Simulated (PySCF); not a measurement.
Compound: C₇H₆N₂Se.
SMILES: `N#CC1(C2=C[Se]N=C2)CC1`

All values: wB97X-D/def2-SVPD (PySCF, non-relativistic), on one gas-phase PBE0-D3(BJ)/def2-SVP geometry that isn't relaxed in the solvent. The solvent is an IEF-PCM continuum (cavity from Bondi-type radii × 1.2), and excitations are vertical TDDFT with non-equilibrium linear response and a frozen core. Specific hydrogen bonds and non-electrostatic terms are outside this model. Spin–orbit coupling is left out although an atom past zinc is present.

Gas-phase singlets (H = HOMO, L = LUMO):

```json
{"state": "S1", "E (eV)": "5.024", "λ (nm)": "247", "f": "0.146", "leading configurations": "H→L 92%"}
{"state": "S2", "E (eV)": "5.152", "λ (nm)": "241", "f": "0.000", "leading configurations": "H→L+1 82%"}
{"state": "S3", "E (eV)": "5.401", "λ (nm)": "230", "f": "0.001", "leading configurations": "H-2→L 94%"}
{"state": "S4", "E (eV)": "5.963", "λ (nm)": "208", "f": "0.033", "leading configurations": "H-1→L 90%"}
{"state": "S5", "E (eV)": "6.200", "λ (nm)": "200", "f": "0.002", "leading configurations": "H-1→L+1 83%"}
```

Task: How does the list change in cyclohexane (ε = 2.017)?

Result: 
| state | E (eV) | λ (nm) | f | leading configurations | change by rank (eV) |
| --- | --- | --- | --- | --- | --- |
| S1 | 4.947 | 251 | 0.205 | H→L 93% | -0.077 |
| S2 | 5.156 | 240 | 0.000 | H→L+1 82%, H-1→L+1 8% | +0.004 |
| S3 | 5.454 | 227 | 0.002 | H-2→L 95% | +0.053 |
| S4 | 5.915 | 210 | 0.051 | H-1→L 91% | -0.048 |
| S5 | 6.229 | 199 | 0.002 | H-1→L+1 82% | +0.029 |

Task: What are the lowest 5 singlets in acetonitrile (ε = 35.69)?

Result: 
```
state  E (eV)  λ (nm)      f  leading configurations  change by rank (eV)
   S1   4.954     250  0.195                 H→L 94%               -0.070
   S2   5.193     239  0.000   H→L+1 81%, H-1→L+1 9%               +0.041
   S3   5.557     223  0.001               H-2→L 96%               +0.156
   S4   5.930     209  0.051               H-1→L 92%               -0.033
   S5   6.275     198  0.002             H-1→L+1 80%               +0.075
```

Task: The ground-state energy changes by -0.407 eV from gas to acetonitrile. By how much does the total energy of gas-phase S1 change?

Result: E(S1) = E(S0) + excitation energy, so it changes by -0.407 − 0.070 = -0.477 eV: it is lowered more than the ground state, which is what a red shift means. This is the vertical state, with the slow part of the continuum still set for S0.

Task: How do the frontier levels move from gas to acetonitrile?

Result: 
```csv
orbital,gas (eV),solvent (eV),change (eV)
LUMO+2,1.89,2.01,+0.12
LUMO+1,1.02,1.21,+0.19
LUMO,0.25,0.39,+0.14
HOMO,-8.94,-8.78,+0.16
HOMO-1,-9.89,-9.76,+0.13
HOMO-2,-10.40,-10.43,-0.03
HOMO-3,-11.07,-11.05,+0.02
```

The HOMO–LUMO gap goes from 9.19 to 9.17 eV.

Shape of the structure used: `[N:1]#[C:2][C:3]1([c:4]2[cH:5][n:6][se:7][cH:8]2)[CH2:9][CH2:10]1`: C2–C3–C4–C5 -179°.

wB97X-D is run here without its empirical dispersion term; that term would change no orbital, density or response property at a fixed geometry.
